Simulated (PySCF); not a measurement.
# Interval between two levels of V⁺ by level of theory

V⁺ [Ar] 3d4 [5D4, M_J = 4] → V⁺ [Ar] 3d3 4s1 [5F5, M_J = 5], as a difference of total energies. Computed with PySCF 2.14 in x2c-SVPall-2c with one added diffuse shell each of s, d type (6s5p4d1f, 48 functions), with the two-component X2C-1e Hamiltonian. Correlated levels: [Ne] frozen; the 6 highest virtual spinors dropped. "Screened" scales the spin-orbit matrix elements by Boettger's factors to mimic the two-electron term; Breit and QED terms are absent.

| method | interval between two levels (cm⁻¹) |
| --- | --- |
| GHF (spin-free) | -2870.4 |
| GMP2 (spin-free) | 1014.7 |
| GHF (screened spin-orbit) | -2759.1 |
| GMP2 (screened spin-orbit) | 1127.5 |

Errors of the correlated levels include the incompleteness of this basis and the frozen core.

The labels give the starting determinants; with spin-orbit coupling the two ends relaxed to ⟨J²⟩ = 20.01, ⟨L²⟩ = 6.01, ⟨S²⟩ = 6.00 and ⟨J²⟩ = 30.01, ⟨L²⟩ = 12.01, ⟨S²⟩ = 6.00.

For comparison: 2823.6 cm⁻¹ (measured; NIST Handbook of Basic Atomic Spectroscopic Data (Sansonetti and Martin, J. Phys. Chem. Ref. Data 34, 1559 (2005))).
